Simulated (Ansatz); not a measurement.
## A geometry optimisation of CH5AlFSi+ with BLYP-D3(BJ)/def2-SVP

The starting geometry of this gas-phase singlet was optimised with GFN2-xTB.

```xyz
9

C     1.3351   -1.9931   -1.5123
Al    0.5587   -1.4312    0.3315
F     0.5072    0.2051    0.3797
Si    1.7106   -0.4907   -2.5307
H     0.1136   -2.3532    1.4324
H     2.2350   -2.5997   -1.3403
H     0.7147    0.1295   -3.4013
H     2.9962    0.1988   -2.4568
H     0.6104   -2.6510   -2.0118
```

Question: Predict what becomes of its bonds when it is optimised with BLYP-D3(BJ)/def2-SVP.

Answer: A new bond forms, giving a structure with F3 bridging Al2 and Si4, given below by its coordinates. Distances that change by over a tenth: Al2–F3 (1.64 → 1.87 Å). Contacts that close: F3–Si4 (3.23 → 1.86 Å).

The energy falls by 0.79 eV over 14 steps:

```json
{"step": "1", "E − E(last) (eV)": "0.793"}
{"step": "2", "E − E(last) (eV)": "0.636"}
{"step": "4", "E − E(last) (eV)": "0.464"}
{"step": "5", "E − E(last) (eV)": "0.270"}
{"step": "7", "E − E(last) (eV)": "0.091"}
{"step": "8", "E − E(last) (eV)": "0.072"}
{"step": "10", "E − E(last) (eV)": "0.001"}
{"step": "11", "E − E(last) (eV)": "0.000"}
{"step": "13", "E − E(last) (eV)": "0.000"}
{"step": "14", "E − E(last) (eV)": "0.000"}
```

Final geometry (Å):

| atom | x (Å) | y (Å) | z (Å) |
| --- | --- | --- | --- |
| C | 1.3689 | -2.1669 | -1.5811 |
| Al | 0.6267 | -1.6620 | 0.1757 |
| F | 0.8255 | 0.0960 | -0.4275 |
| Si | 1.5260 | -0.3686 | -2.0860 |
| H | 0.0394 | -1.8704 | 1.6088 |
| H | 2.3327 | -2.7150 | -1.5204 |
| H | 0.5234 | 0.1984 | -3.0208 |
| H | 2.8663 | 0.2661 | -2.0502 |
| H | 0.6728 | -2.7631 | -2.2080 |

Frequencies at the end are all real (lowest 127 cm⁻¹). Run with Ansatz 0.2.0, 16 s on 1 thread of Intel(R) Xeon(R) 6975P-C (Granite Rapids), on a shared host.
